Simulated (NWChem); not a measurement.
System: SnICl, singlet; SMILES [I][Sn][Cl]

Parts of the log:

```
             Northwest Computational Chemistry Package (NWChem) 7.3.0
             --------------------------------------------------------

 CS  symmetry detected

                             Geometry "geometry" -> ""
                             -------------------------

 Output coordinates in angstroms (scale by  1.889725989 to convert to a.u.)

  No.       Tag          Charge          X              Y              Z
 ---- ---------------- ---------- -------------- -------------- --------------
    1 Sn                  50.0000    -0.65484495     1.00589090     0.00000000
    2 Cl                  17.0000     1.47437240     2.09078571     0.00000000
    3 I                   53.0000     0.14486635    -1.61958306     0.00000000

 Effective nuclear repulsion energy (a.u.)     820.1403868398

      Symmetry information
      --------------------

 Group name             Cs
 Group number              2
 Group order               2
 No. of unique centers     3

                                 NWChem DFT Module
                                 -----------------

 Summary of "ao basis" -> "ao basis" (spherical)
 ------------------------------------------------------------------------------
       Tag                 Description            Shells   Functions and Types
 ---------------- ------------------------------  ------  ---------------------
 Sn                         def2-svp                10       26   4s4p2d
 Cl                         def2-svp                 8       18   4s3p1d
 I                          def2-svp                10       26   4s4p2d

      Symmetry analysis of basis
      --------------------------

        a'         49
        a"         21

            General Information
            -------------------
          SCF calculation type: DFT
          Wavefunction type:  closed shell.
          No. of atoms     :     3
          No. of electrons :    64
           Alpha electrons :    32
            Beta electrons :    32
          Charge           :     0
          Spin multiplicity:     1
          Use of symmetry is: on ; symmetry adaption is: on
          Maximum number of iterations: 150
          AO basis - number of functions:    70
                     number of shells:    28
          Convergence on energy requested:  1.00D-06
          Convergence on density requested:  1.00D-05
          Convergence on gradient requested:  5.00D-04

              XC Information
              --------------
                         B3LYP Method XC Potential
                     Hartree-Fock (Exact) Exchange  0.200
                        Slater Exchange Functional  0.800 local
                    Becke 1988 Exchange Functional  0.720 non-local
              Lee-Yang-Parr Correlation Functional  0.810
                  VWN I RPA Correlation Functional  0.190 local

             Grid Information
             ----------------
          Grid used for XC integration:  medium
          Radial quadrature: Mura-Knowles
          Angular quadrature: Lebedev.
          Tag              B.-S. Rad. Rad. Pts. Rad. Cut. Ang. Pts.
          ---              ---------- --------- --------- ---------
          Sn                  1.45      123          10.0       590
          Cl                  1.00       88          11.0       590
          I                   1.40      123          10.0       590
          Grid pruning is: on
          Number of quadrature shells:   334
          Spatial weights used:  Erf1

      Superposition of Atomic Density Guess
      -------------------------------------

 Sum of atomic energies:       -1055.54638209

      Non-variational initial energy
      ------------------------------

 Total energy =    -969.408834
 1-e energy   =   -2019.782312
 2-e energy   =     804.447503
 HOMO         =      -0.276937
 LUMO         =      -0.052518

      Symmetry analysis of molecular orbitals - initial
      -------------------------------------------------

  Numbering of irreducible representations:

     1 a'          2 a"

  Orbital symmetries:

     1 a'          2 a'          3 a'          4 a'          5 a"
     6 a'          7 a'          8 a'          9 a'         10 a"
    11 a'         12 a'         13 a"         14 a'         15 a'
    16 a"         17 a'         18 a"         19 a'         20 a'
    21 a'         22 a"         23 a"         24 a'         25 a'
    26 a'         27 a'         28 a"         29 a'         30 a"
    31 a'         32 a'         33 a"         34 a'         35 a'
    36 a'         37 a'         38 a'         39 a"         40 a"
    41 a'         42 a'

     ---------------------------------------------
      Total Density - Mulliken Population Analysis
     ---------------------------------------------

    Atom       Charge   Shell Charges
 -----------   ------   -------------------------------------------------------
    1 Sn  22    20.82   1.60  0.43  1.22  0.66  3.28  2.71  0.50  0.33  9.77  0.31
    2 Cl  17    17.62   2.00  1.99  1.24  0.73  5.94  2.20  3.51  0.01
    3 I   25    25.56   1.83  0.22  1.24  0.68  2.92  3.14  2.71  2.82  9.83  0.19

   convergence    iter        energy       DeltaE   RMS-Dens  Diis-err
 ---------------- ----- ----------------- --------- --------- ---------
 d= 0,ls=0.0,diis     1   -972.2747474836 -1.22D+03  2.78D-02  3.60D-01
 d= 0,ls=0.0,diis     2   -972.1226592416  1.52D-01  1.64D-02  1.14D+00
 d= 0,ls=0.0,diis     3   -972.3448935650 -2.22D-01  2.02D-03  1.03D-02
 d= 0,ls=0.0,diis     4   -972.3463872534 -1.49D-03  7.39D-04  1.38D-03
 d= 0,ls=0.0,diis     5   -972.3465817240 -1.94D-04  2.56D-04  1.08D-04
  Resetting Diis
 d= 0,ls=0.0,diis     6   -972.3465956461 -1.39D-05  9.04D-05  2.62D-05
 d= 0,ls=0.0,diis     7   -972.3466009024 -5.26D-06  2.25D-05  4.06D-07
 d= 0,ls=0.0,diis     8   -972.3466008417  6.07D-08  1.34D-05  7.86D-07
 d= 0,ls=0.0,diis     9   -972.3466009810 -1.39D-07  1.92D-06  1.31D-08

         Total DFT energy =     -972.346600980968
      One electron energy =    -2021.074912953529
           Coulomb energy =      871.569683485140
    Exchange-Corr. energy =      -68.767347239362
 Nuclear repulsion energy =      245.925975726782

 Numeric. integr. density =       63.999999528118

                  Occupations of the irreducible representations
                  ----------------------------------------------

                     irrep           alpha         beta
                     --------     --------     --------
                     a'               23.0         23.0
                     a"                9.0          9.0

                       DFT Final Molecular Orbital Analysis
                       ------------------------------------

 Vector   30  Occ=2.000000D+00  E=-2.748489D-01  Symmetry=a"
              MO Center=  1.7D-01, -1.3D+00,  2.5D-14, r^2= 3.0D+00
   Bfn.  Coefficient  Atom+Function         Bfn.  Coefficient  Atom+Function
  ----- ------------  ---------------      ----- ------------  ---------------
    57      0.566848  3 I  pz                60      0.517398  3 I  pz
    54     -0.232164  3 I  pz                51     -0.188083  3 I  pz
    39     -0.171605  2 Cl pz                36     -0.118487  2 Cl pz
    13      0.110649  1 Sn pz                16      0.072604  1 Sn pz
    33     -0.069355  2 Cl pz                18      0.045827  1 Sn d -1

 Vector   31  Occ=2.000000D+00  E=-2.723320D-01  Symmetry=a'
              MO Center=  1.5D-01, -1.0D-01, -1.3D-14, r^2= 5.5D+00
   Bfn.  Coefficient  Atom+Function         Bfn.  Coefficient  Atom+Function
  ----- ------------  ---------------      ----- ------------  ---------------
    56      0.436037  3 I  py                59      0.376902  3 I  py
     3     -0.269661  1 Sn s                 38      0.255539  2 Cl py
    37     -0.241369  2 Cl px                 4     -0.203944  1 Sn s
    11      0.190150  1 Sn px                35      0.181609  2 Cl py
    53     -0.175635  3 I  py                34     -0.169556  2 Cl px

 Vector   32  Occ=2.000000D+00  E=-2.618161D-01  Symmetry=a'
              MO Center=  1.0D-01, -8.6D-01, -6.5D-15, r^2= 4.3D+00
   Bfn.  Coefficient  Atom+Function         Bfn.  Coefficient  Atom+Function
  ----- ------------  ---------------      ----- ------------  ---------------
    55      0.539819  3 I  px                58      0.498467  3 I  px
     3      0.256254  1 Sn s                 37      0.221446  2 Cl px
    52     -0.220362  3 I  px                 4      0.181653  1 Sn s
    49     -0.178320  3 I  px                34      0.148666  2 Cl px
    11     -0.122929  1 Sn px                 2     -0.101366  1 Sn s

 Vector   33  Occ=0.000000D+00  E=-1.232292D-01  Symmetry=a"
              MO Center= -5.0D-01,  8.6D-01,  1.1D-14, r^2= 4.1D+00
   Bfn.  Coefficient  Atom+Function         Bfn.  Coefficient  Atom+Function
  ----- ------------  ---------------      ----- ------------  ---------------
    13      0.572443  1 Sn pz                16      0.549538  1 Sn pz
    39     -0.247158  2 Cl pz                60     -0.241915  3 I  pz
    57     -0.190884  3 I  pz                10     -0.174925  1 Sn pz
     7     -0.163030  1 Sn pz                36     -0.144805  2 Cl pz
    33     -0.084262  2 Cl pz                54      0.078407  3 I  pz

 Vector   34  Occ=0.000000D+00  E=-4.767187D-02  Symmetry=a'
              MO Center= -4.7D-01,  5.3D-01,  1.3D-15, r^2= 5.7D+00
   Bfn.  Coefficient  Atom+Function         Bfn.  Coefficient  Atom+Function
  ----- ------------  ---------------      ----- ------------  ---------------
    15      0.715149  1 Sn py                59      0.603156  3 I  py
    12      0.461547  1 Sn py                 3     -0.385224  1 Sn s
    48      0.385546  3 I  s                 14     -0.346046  1 Sn px
    56      0.270637  3 I  py                11     -0.229990  1 Sn px
    38     -0.218899  2 Cl py                47      0.203087  3 I  s

 Vector   35  Occ=0.000000D+00  E=-3.440361D-02  Symmetry=a'
              MO Center= -5.7D-01,  9.9D-01,  1.7D-15, r^2= 4.7D+00
   Bfn.  Coefficient  Atom+Function         Bfn.  Coefficient  Atom+Function
  ----- ------------  ---------------      ----- ------------  ---------------
    14      0.696629  1 Sn px                15      0.462089  1 Sn py
    37      0.426234  2 Cl px                30     -0.413029  2 Cl s
    11      0.406392  1 Sn px                 3      0.327307  1 Sn s
    12      0.224581  1 Sn py                58     -0.217977  3 I  px
    34      0.199849  2 Cl px                38      0.188414  2 Cl py

     ---------------------------------------------
      Total Density - Mulliken Population Analysis
     ---------------------------------------------

    Atom       Charge   Shell Charges
 -----------   ------   -------------------------------------------------------
    1 Sn  22    21.44   1.60  0.44  1.46  0.41  3.27  2.73  0.92  0.48  9.72  0.43
    2 Cl  17    17.30   2.00  1.98  1.27  0.71  5.93  2.13  3.27  0.01
    3 I   25    25.25   1.83  0.22  1.35  0.56  2.94  3.12  2.61  2.61  9.79  0.22

     -------------------------------------------
      Total Density - Lowdin Population Analysis
     -------------------------------------------

    Atom       Charge   Shell Charges
 -----------   ------   -------------------------------------------------------
    1 Sn  22    21.77   1.19  0.80  1.14  0.72  3.01  2.81  1.00  0.82  9.45  0.81
    2 Cl  17    17.13   2.00  1.96  1.07  0.82  5.82  2.26  3.19  0.01
    3 I   25    25.11   1.25  0.73  1.07  0.81  2.77  3.19  2.52  2.73  9.48  0.55

     Multipole analysis of the density
     ---------------------------------

     L   x y z        total         alpha         beta         nuclear
     -   - - -        -----         -----         ----         -------
     0   0 0 0     -0.000000    -32.000000    -32.000000     64.000000

     1   1 0 0     -1.073033    -14.028594    -14.028594     26.984155
     1   0 1 0      0.439668    -16.016106    -16.016106     32.471881
     1   0 0 1     -0.000000     -0.000000     -0.000000      0.000000

     2   2 0 0    -48.278904   -107.903936   -107.903936    167.528969
     2   1 1 0     -3.373911    -58.908102    -58.908102    114.442293
     2   1 0 1     -0.000000     -0.000000     -0.000000      0.000000
     2   0 2 0    -49.425584   -314.236365   -314.236365    579.047146
     2   0 1 1      0.000000      0.000000      0.000000      0.000000
     2   0 0 2    -45.331792    -22.665896    -22.665896      0.000000
```

Level: B3LYP/def2-SVP with def2 effective core potentials on Sn, I. Low-valent species are run as closed-shell singlets; no triplet was tried in these runs. All runs use the structure optimised with PBE0/def2-SVP. def2 effective core potentials on Sn, I; no spin-orbit coupling.

### Question
Write an input that gives this output.

### Answer
Several could match; the one computed here: the input that was run:
```
start job
memory heap 200 mb stack 900 mb global 1100 mb
geometry units angstroms noautoz
  Sn    -0.673159     1.000869     0.000000
  Cl     1.436963     2.122452     0.000000
  I      0.171872    -1.610371     0.000000
end
basis spherical
  * library def2-svp
end
ecp
  Sn library def2-ecp
  I library def2-ecp
end
dft
  xc b3lyp
  iterations 150
  mulliken
end
task dft energy
```
